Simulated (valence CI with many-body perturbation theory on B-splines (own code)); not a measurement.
**Nd⁵²⁺: magnetic and hyperfine properties of the levels**

Computed by configuration interaction combined with many-body perturbation theory (CI+MBPT): six valence electrons over a frozen Dirac-Fock core [He], a basis of 9 s, 9 p, 8 d, 6 f, 3 g, 1 h functions for each j, with the one-electron correlation potential Σ1 (screened to all orders), the two-electron term Σ2, the three-electron term Σ3, Breit, model QED; selected single and double excitations, second order for the rest, scaled by the run's own slope (own B-spline code, finite nucleus).

The last digits are not significant, and no measured levels were compared; by estimate large intervals hold to a few tenths of a per cent, small ones and those within an open d or f shell to about a per cent. Among the levels kept, up to 2400 cm⁻¹ of a level comes from second order outside the variational space, and about a tenth of that is noise between levels of different J, which matters for small intervals.

A/g_I is the dipole constant over the nuclear g factor μ/I (μ in nuclear magnetons, uniformly magnetised nucleus), B/Q the quadrupole constant per barn. Both hold the static response of the core; the bare values leave it out. Large factors of s and p1/2 electrons are usually good to 5 to 10 %; those of open d and f shells near neutrality can be off by tens of per cent, and small factors of p3/2, d and f electrons come from cancelling terms and can be off by a factor of two or in sign, in half-filled shells by more. B is blank for J = 1/2, where it vanishes, and for nearly pure S terms. Energies count from the lowest level. Levels with J = 0 are left out.

Levels are named by their leading jj configuration (3d3/2^4 stands for four electrons in 3d with j = 3/2), which in mixed levels can hold well under half, so a name can repeat and another be missing. Letters in brackets count levels of one name in rising energy.

```csv
Level,E (Ry),g,A/g_I (MHz),A/g_I bare,B/Q (MHz/b),B/Q bare
(2s^2 2p1/2^2 2p3/2^2) J=2,0.00,1.325,408000,419000,71800,71900
(2s^2 2p1/2 2p3/2^3) J=1,39.50,1.481,-225000,-208000,-398000,-399000
(2s^2 2p1/2 2p3/2^3) J=2,40.79,1.129,1060000,1060000,-870000,-872000
(2s 2p1/2^2 2p3/2^3) J=2,61.55,1.477,2600000,2580000,-793000,-794000
(2s 2p1/2^2 2p3/2^3) J=1,66.12,1.188,-1750000,-1700000,-277000,-278000
(2s 2p1/2 2p3/2^4) J=1,104.18,1.262,6050000,5980000,-116000,-116000
(2s^2 2p1/2^2 2p3/2 3s) J=2,410.35,1.507,949000,951000,764000,765000
(2s^2 2p1/2^2 2p3/2 3s) J=1,410.88,1.169,-134000,-114000,393000,394000
(2s^2 2p1/2^2 2p3/2 3p1/2) J=1,416.87,1.493,295000,310000,379000,380000
(2s^2 2p1/2^2 2p3/2 3p1/2) J=2,417.00,1.180,515000,522000,746000,748000
(2s^2 2p1/2^2 2p3/2 3p3/2) J=3,428.14,1.335,260000,268000,979000,981000
(2s^2 2p1/2^2 2p3/2 3p3/2) J=1,428.16,1.359,257000,265000,-386000,-387000
(2s^2 2p1/2^2 2p3/2 3p3/2) J=2,429.75,1.320,264000,272000,33200,33200
(2s^2 2p1/2^2 2p3/2 3d3/2) J=2,435.06,1.032,235000,240000,-4970,-4950
(2s^2 2p1/2^2 2p3/2 3d3/2) J=3,435.53,1.101,231000,237000,750000,751000
(2s^2 2p1/2^2 2p3/2 3d3/2) J=1,435.73,1.107,231000,236000,-316000,-317000
(2s^2 2p1/2^2 2p3/2 3d5/2) J=4,438.14,1.249,166000,171000,786000,788000
(2s^2 2p1/2^2 2p3/2 3d5/2) J=2,438.80,1.242,55900,57100,-530000,-531000
(2s^2 2p1/2^2 2p3/2 3d5/2) J=3,439.77,1.196,143000,147000,-103000,-103000
(2s^2 2p1/2^2 2p3/2 3d5/2) J=1,440.40,1.046,-259000,-267000,84200,84500
(2s^2 2p1/2 2p3/2^2 3s) J=2 [a],448.72,1.583,534000,540000,98300,98400
(2s^2 2p1/2 2p3/2^2 3s) J=1 [a],449.40,1.306,-763000,-738000,27400,27500
(2s^2 2p1/2 2p3/2^2 3s) J=3,450.40,1.311,1210000,1210000,-4330,-4340
(2s^2 2p1/2 2p3/2^2 3s) J=2 [b],450.86,1.034,705000,714000,-24200,-24200
(2s^2 2p1/2 2p3/2^2 3s) J=1 [b],453.35,1.312,2790000,2770000,-13100,-13200
(2s^2 2p1/2 2p3/2^2 3p1/2) J=1 [a],455.11,1.644,-330000,-310000,38900,39000
(2s^2 2p1/2 2p3/2^2 3p1/2) J=2 [a],455.67,1.208,481000,488000,14300,14300
(2s^2 2p1/2 2p3/2^2 3p1/2) J=3,456.86,1.094,923000,927000,-15000,-15000
(2s^2 2p1/2 2p3/2^2 3p1/2) J=2 [b],458.86,1.313,615000,624000,53900,54000
(2s^2 2p1/2 2p3/2^2 3p1/2) J=1 [b],459.47,0.648,1930000,1920000,-3340,-3340
(2s^2 2p1/2 2p3/2^2 3p3/2) J=3 [a],465.84,1.439,640000,644000,305000,306000
(2s^2 2p1/2 2p3/2^2 3p3/2) J=2 [a],466.40,1.421,18000,28200,34300,34400
```

Task: Take the isotope of mass number 143, with I = 7/2, μ = -1.065 μN and Q = -0.61 b. What is the hyperfine structure of (2s^2 2p1/2 2p3/2^3) J=1?

Result: From the table A = 68400 MHz, B = 243000 MHz. Shifts from the centre of gravity in MHz: F = 5/2: -178000, F = 7/2: -242000, F = 9/2: 300000.
